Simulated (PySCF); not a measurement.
Planning a core-ionisation job on `F[SiH2]C(F)(F)Cl`.

Method: delta-SCF UKS SCAN, pcX-1 on the ionised atom, pcseg-1 elsewhere, spin-free X2C (PySCF 2.14.0). Geometry: PBE0-D3(BJ)/def2-SVP. Work: ΔSCF core ionisation, 7 holes, density fitting. The input is one job of a driver script: a line of settings, then coordinates in Å.

Command:
```bash
OMP_NUM_THREADS=1 python probes_run.py task.json out
```

Input:
```
{"job": {"kind": "xps", "basis": "pcX-1"}, "charge": 0, "multiplicity": 1}
F      1.083108     1.498213    -1.026652
Si     0.933799     0.323652     0.076066
C     -0.827643    -0.429828    -0.083602
F     -1.049164    -0.981944    -1.282558
F     -0.977993    -1.396708     0.839702
Cl    -2.063391     0.825478     0.204052
H      1.059707     0.890581     1.439170
H      1.920122    -0.745182    -0.220968
```

Hardware: one thread, Arm Neoverse V1 (aarch64), no GPU, shared host with 32 logical CPUs at a one-minute load of 28. PySCF's memory limit was set to 1760 MB.

Question: How large is the largest of the mixed bases?

Answer: 124 functions.

Question: Which is nearest to the wall time?
A. 3.2 min
B. 24 min
C. 24 s

Answer: C. The run took 24 s. The run took 106 SCF cycles in all, 3.4 s a hole on average.

Question: Estimate the peak memory.

Answer: About 0.56 GiB. Peak memory is the resident size of the whole Python process, interpreter and libraries included.

Question: At this speed, how long would 20000 such jobs take on 16 cores, one job a core?

Answer: 20000/16 gives 1250 rounds of 24 s, about 8.3 h of wall time and 130 core-hours, if the jobs don't slow each other.

The host was shared with other jobs, so the times are rough.
